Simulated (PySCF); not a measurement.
Diatomics of O with the fourth-period p block

PBE0 with triple-zeta basis sets in PySCF, for the lowest determinant that a PBE0 search found; no spin–orbit coupling. De refers to high-spin ground-configuration atoms. A positive dipole means M(−)O(+).

```tsv
M	basis	state (unpaired electrons)	Re (Å)	ωe (cm⁻¹)	De (eV)	μ (D)
Ga	def2-TZVPP	doublet (σ ↑)	1.705	741	4.17	-3.70
Ge	def2-TZVPP	singlet (closed shell)	1.623	1027	6.60	-3.37
As	def2-TZVPP	doublet (π ↑)	1.615	1035	4.74	-2.64
Se	def2-TZVPP	triplet (π ↑↑)	1.633	973	4.56	-2.13
```

The shortest bond is that of AsO (1.615 Å), the longest that of GaO (1.705 Å). GeO is bound most strongly (6.60 eV) and GaO least (4.17 eV).

The state changes along the series, so neighbouring rows are not always alike in their bonding.

Spin–orbit coupling is left out. States were picked by a PBE0 search and need not be the measured ground states.
